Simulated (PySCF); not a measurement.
## Running PySCF for KC

Input:

```python
from pyscf import gto, scf

mol = gto.M(
    atom='K 0 0 0; C 0 0 2.655',
    basis='jorge-dzp-dkh',
    charge=0,
    spin=3,
    verbose=4,
)
mf = scf.UHF(mol)
mf = mf.sfx2c1e()
mf.kernel()
mf.stability(internal=True, external=True)
mf.dip_moment()
print('orbital energies (hartree):', [e[max(0, n-3):n+3].round(4) for e, n in zip(mf.mo_energy, mol.nelec)])
```

```bash
$ OMP_NUM_THREADS=1 python input.py
```

Output (some set-up lines and the per-cycle HOMO/LUMO lines with their warnings removed):

```
PySCF version 2.14.0

[INPUT] Symbol           X                Y                Z      unit          X                Y                Z       unit  Magmom
[INPUT]  1 K      0.000000000000   0.000000000000   0.000000000000 AA    0.000000000000   0.000000000000   0.000000000000 Bohr   0.0
[INPUT]  2 C      0.000000000000   0.000000000000   2.655000000000 AA    0.000000000000   0.000000000000   5.017222860720 Bohr   0.0

nuclear repulsion = 22.7217333502373
number of shells = 22
number of NR pGTOs = 85
number of NR cGTOs = 46
basis = jorge-dzp-dkh
ecp = {}

******** <class 'pyscf.x2c.sfx2c1e.sfX2C1eUHF'> ********
method = sfX2C1eUHF
initial guess = minao
damping factor = 0
level_shift factor = 0
DIIS = <class 'pyscf.scf.diis.CDIIS'>
SCF conv_tol = 1e-09
SCF max_cycles = 50
number electrons alpha = 14  beta = 11

******** <class 'pyscf.x2c.sfx2c1e.SpinFreeX2CHelper'> ********
approx = 1e
xuncontract = 1
init E= -638.757237212394

cycle= 1 E= -639.160123024597  delta_E= -0.403  |g|= 0.12  |ddm|= 1.05
cycle= 2 E= -639.185821853311  delta_E= -0.0257  |g|= 0.0686  |ddm|= 0.313
cycle= 3 E= -639.190979956311  delta_E= -0.00516  |g|= 0.0315  |ddm|= 0.101
cycle= 4 E= -639.194523067246  delta_E= -0.00354  |g|= 0.0126  |ddm|= 0.13
cycle= 5 E= -639.195286852533  delta_E= -0.000764  |g|= 0.00426  |ddm|= 0.0855
cycle= 6 E= -639.195344348103  delta_E= -5.75e-05  |g|= 0.00104  |ddm|= 0.0278
cycle= 7 E= -639.19534669371  delta_E= -2.35e-06  |g|= 0.000302  |ddm|= 0.00467
cycle= 8 E= -639.195346895279  delta_E= -2.02e-07  |g|= 9.61e-05  |ddm|= 0.00102
cycle= 9 E= -639.195346923632  delta_E= -2.84e-08  |g|= 2.94e-05  |ddm|= 0.000375
cycle= 10 E= -639.195346927324  delta_E= -3.69e-09  |g|= 1.16e-05  |ddm|= 0.000142
cycle= 11 E= -639.195346927928  delta_E= -6.04e-10  |g|= 5.38e-06  |ddm|= 7.68e-05
Extra cycle  E= -639.195346927981  delta_E= -5.39e-11  |g|= 3.8e-06  |ddm|= 8.76e-06
converged SCF energy = -639.195346927981  <S^2> = 3.7559708  2S+1 = 4.0029843
uhf_internal: lowest eigs of H = [0.2158205  0.2158268  0.23026909]
<class 'pyscf.x2c.sfx2c1e.sfX2C1eUHF'> wavefunction is stable in the internal stability analysis
uhf_real2complex: lowest eigs of H = [0.11210741 0.1121081  0.12790872]
<class 'pyscf.x2c.sfx2c1e.sfX2C1eUHF'> wavefunction is stable in the real -> complex stability analysis
uhf_external: lowest eigs of H = [2.95018410e-05 5.87923614e-02 6.04669322e-02]
<class 'pyscf.x2c.sfx2c1e.sfX2C1eUHF'> wavefunction is stable in the UHF/UKS -> GHF/GKS stability analysis
Dipole moment(X, Y, Z, Debye): -0.00000, -0.00000, -10.97422
orbital energies (hartree): [array([-0.2621, -0.2526, -0.2526, -0.0079,  0.0687,  0.0687]), array([-0.9616, -0.9556, -0.3822, -0.0073,  0.0682,  0.0682])]
```

In short: E(SCF) = -639.195347 Eh, 11 cycles, ⟨S²⟩ = 3.756, μz(SCF) = -10.97 D, internal stable; real -> complex stable; UHF/UKS -> GHF/GKS stable.

Run time: 1.5 s on 1 thread of Arm Neoverse V2 (shared host).

The bond length is a typed value, not an optimised one. No search for the lowest solution was made.
